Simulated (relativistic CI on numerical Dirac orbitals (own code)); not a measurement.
## Ni⁴⁺ in a cubic cluster: L2,3 absorption with charge transfer

Computed with a charge-transfer multiplet model of a cubic metal-ligand cluster with up to 2 ligand holes, Slater and spin-orbit integrals from Dirac-Coulomb-Breit ions, Slater integrals scaled by 0.8. The parameters are those of a tetrahedral site (10Dq negative, t2 hopping the larger). The ground state mixes d6 with configurations of k ligand holes L, whose averages lie at kΔ + k(k − 1)U_dd/2; a core hole lowers each added d electron by U_cd. 300 K, Lorentzian 0.4 eV and Gaussian 0.3 eV FWHM.

Atomic integrals in eV (Slater integrals scaled, ζ unscaled), ground: F2dd 11.354, F4dd 7.124, zeta_d 0.099; with the core hole: F2dd 11.936, F4dd 7.492, zeta_d 0.124, zeta_core 11.400, F2cd 7.214, G1cd 5.576, G3cd 3.173.

Cluster parameters (eV): U_dd = 7.8, U_cd = 9, 10Dq = -0.45, 10Dq(ligand) = 0, V(eg) = 0.7, V(t2g) = -1.19, final-state hopping factor = 0.9.

```tsv
Case	n_d	d6	d7L	d8L2	S
Δ = -1.8 eV	6.63	0.41	0.56	0.04	1.99
Δ = -0.8 eV	6.47	0.55	0.43	0.02	2.00
Δ = 1.2 eV	6.24	0.77	0.22	0.01	2.00
Δ = 3.2 eV	6.13	0.88	0.12	0.00	2.00
Δ = 4.2 eV	6.10	0.91	0.09	0.00	2.00
```

Weights, n_d and S are thermal averages at 300 K. Photon energies count from the first peak over 30 % of the highest in each spectrum, which can be another peak from case to case. The parameters are a model scan and need not match a compound or its usual spin state. Peaks in eV (height, largest 100):
- Δ = -1.8 eV: 0.0 (100), 0.7 (94), 3.7 (27), 5.3 (17), 18.0 (41), 20.8 (14)
- Δ = -0.8 eV: -2.2 (10), 0.0 (100), 3.3 (24), 4.2 (19), 16.2 (9), 17.8 (37), 20.8 (14)
- Δ = 1.2 eV: -2.5 (7), 0.0 (100), 0.7 (84), 2.0 (45), 3.5 (17), 4.6 (17), 16.2 (10), 18.0 (31), 18.5 (31), 21.2 (9)
- Δ = 3.2 eV: -2.3 (6), 0.0 (80), 0.7 (100), 1.5 (77), 3.0 (27), 16.4 (10), 17.8 (26), 18.9 (31), 19.9 (10), 21.1 (9)
- Δ = 4.2 eV: -2.3 (6), 0.0 (82), 0.8 (100), 1.6 (77), 3.3 (26), 5.1 (12), 17.8 (27), 18.8 (32), 20.2 (10), 21.3 (9), 21.9 (7)

Curve for Δ = -0.8 eV (points under 2 left out, the grid thinned):

```
E (eV)  Intensity
  -3.2        2.1
  -2.8        3.3
  -2.3        9.3
  -1.9        9.7
  -1.4       24.4
  -1.0       41.7
  -0.6       67.4
  -0.1       99.5
   0.3       92.2
   0.8       76.2
   1.2       66.2
   1.6       55.4
   2.1       38.5
   2.5       31.0
   3.0       22.3
   3.4       23.6
   3.9       19.4
   4.3       18.8
   4.7       17.4
   5.2       13.5
   5.6        9.4
   6.1        6.6
   6.5        5.1
   6.9        3.9
   7.4        2.9
   7.8        3.6
   8.3        3.1
   8.7        2.1
  15.9        5.0
  16.4        8.8
  16.8       16.2
  17.3       24.5
  17.7       37.3
  18.2       34.1
  18.6       26.0
  19.0       17.1
  19.5        9.4
  19.9        6.6
  20.4       10.8
  20.8       13.5
  21.2       10.8
  21.7        7.0
  22.1        4.6
  22.6        3.0
  23.0        2.0
```

For the case Δ = 1.2 eV, Δ = 1.2 eV is smaller than U_dd = 7.8 eV, the charge-transfer side of the Zaanen-Sawatzky-Allen scheme. With the core hole the configuration with one ligand hole lies at Δ + U_dd − U_cd = -3.0, -2.0, 0.0, 2.0, 3.0 eV from the one without, in the order of the table; where this is negative the screened configuration lies lower, though the effective hopping of about 1.9 eV (from the holes of the mixed ground state) mixes the two strongly wherever it is as large as the gap.
